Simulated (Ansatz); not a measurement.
`[BH2][SnH2][OH]`, charge 0, multiplicity 1.

(1) Give a relaxed structure at PBE0-D4/def2-TZVP (Ansatz 0.2.0). (An estimate is asked.)

## Answers

(1) The calculation gave: 
Z-matrix (Å, degrees):
```
Sn
O 1 1.979
B 1 2.246 2 110.8
H 1 1.705 2 101.6 3 -123.1
H 1 1.717 2 107.1 3 122.3
H 2 0.959 1 112.8 3 -47.1
H 3 1.194 1 120.6 2 -169.4
H 3 1.194 1 120.8 2 11.5
```
